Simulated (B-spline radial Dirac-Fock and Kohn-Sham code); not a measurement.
Energy-loss ionisation edge M3 (3p3/2) of Kr

System: neutral krypton in the configuration [Ar] 3d10 4s2 4p6. Model: the first Born approximation with generalised oscillator strengths from a Dirac-Hartree-Slater potential (longitudinal and transverse terms; continuum final states only, so no white lines or fine structure). Program: a radial atomic solver. The edge is taken at 214.4 eV (tabulated value).

Partial cross sections σ(β, Δ) in barn, integrated over a window Δ above the edge and up to the collection semi-angle β, for parallel illumination:

```
E₀ (kV)  β (mrad)  Δ = 25 eV  Δ = 50 eV  Δ = 100 eV  Δ = 200 eV  Δ = 300 eV
     60        10       1760       3400        6200        9790       11600
     60        20       2420       4780        9060       14800       18000
     60       100       3480       7090       14300       25800       33000
     80        10       1620       3130        5770        9220       11100
     80        50       2710       5500       11000       19400       24200
     80       100       2870       5830       11800       21200       27200
    100        50       2390       4850        9720       17200       21700
    120        20          ?          ?           ?           ?           ?
    200         5        943       1820        3350        5380        6490
    200        50       1670       3380        6780       12100       15500
    200       100       1680       3410        6840       12300       15700
    300         5        902       1760        3260        5300        6450
    300        20       1310       2630        5210        9040       11300
    300       100       1410       2860        5730       10300       13100
```

Question: Give the row for 120 kV and 20 mrad.

Answer: 1780 b for 25 eV, 3560 b for 50 eV, 6890 b for 100 eV, 11600 b for 200 eV, 14200 b for 300 eV.

Values without a named source are computed, but for edge energies of neutral atoms, which are taken from tables.
